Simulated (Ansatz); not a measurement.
`[NH2][GaH][SiH3]` + `CCl` → `[NH2][GaH][CH2]Cl` + SiH₄  (formal exchange of groups at a Ga–Si bond)

Gas-phase electronic energies from Ansatz, PBE0-D4/def2-TZVP geometries. CCSD(T)/CBS adds triple-zeta CCSD(T) − MP2 to the extrapolated MP2 energy (def2 sets, frozen cores). This one scheme is used for every species. DFT in def2-TZVPP. For Ga outer-core shells are correlated without core-valence functions, which leaves a few kJ/mol of doubt a bond. Scalar relativity is left out up to krypton. One conformer a species, not always the lowest.

`[NH2][GaH][SiH3]`:

```xyz
9

N    -0.561    1.456   -1.211
Ga   -0.050    0.856    0.426
Si    0.424   -1.490    0.629
H    -0.785    2.415   -1.416
H    -0.655    0.868   -2.022
H     0.028    1.948    1.547
H     1.830   -1.715    1.070
H     0.233   -2.208   -0.663
H    -0.465   -2.130    1.640
```

`CCl`:

Cartesian coordinates in Å:
```
C -0.037 0.085 0.113
Cl 0.417 -0.948 -1.255
H 0.746 0.030 0.865
H -0.979 -0.274 0.522
H -0.146 1.106 -0.244
```

`[NH2][GaH][CH2]Cl`:

Cartesian coordinates in Å:
```
N 1.276 0.554 1.172
Ga -0.223 0.734 0.169
C -0.615 -0.727 -1.107
Cl -1.945 -1.658 -0.329
H 1.528 1.180 1.917
H 1.890 -0.241 1.130
H -1.136 1.977 0.386
H 0.211 -1.421 -1.260
H -0.985 -0.399 -2.077
```

SiH₄:

```xyz
5

Si    0.000    0.000    0.000
H     0.412   -0.914    1.095
H    -0.989    0.979    0.518
H    -0.613   -0.789   -1.098
H     1.190    0.724   -0.515
```

Is it downhill or uphill in electronic energy at CCSD(T)/CBS, and by how much? (Estimate.)

The calculation gave: Uphill: ΔE = +0.34 eV.

What do these levels give: LDA (SPW92), r2SCAN-D4, CAM-B3LYP-D4, ωB97X-V, r2SCAN, r2SCANh, LC-ωPBE, RPA@PBE/def2-TZVPP, SCS-MP2/def2-TZVPP, CCSD/def2-TZVPP, CCSD(T)/def2-TZVPP, HF/CBS(def2)? (Estimate.)

The calculation gave: LDA (SPW92) 0.44, r2SCAN-D4 0.41, CAM-B3LYP-D4 0.35, ωB97X-V 0.36, r2SCAN 0.41, r2SCANh 0.41, LC-ωPBE 0.40, RPA@PBE/def2-TZVPP 0.30, SCS-MP2/def2-TZVPP 0.28, CCSD/def2-TZVPP 0.33, CCSD(T)/def2-TZVPP 0.33, HF/CBS(def2) 0.33 eV.

Largest T1 diagnostic among the species: 0.015.

Leaving LDA and LC-ωPBE aside and taking each functional with its dispersion term where it has one, the values, not all of them listed here, spread over 0.12 eV, from ωB97M-V to PBE-D4. LDA lies −0.04 eV from PBE without D4. From BLYP to BHLYP (50 % exact exchange), in def2-TZVPP and without D4, ΔE moves by −0.04 eV.
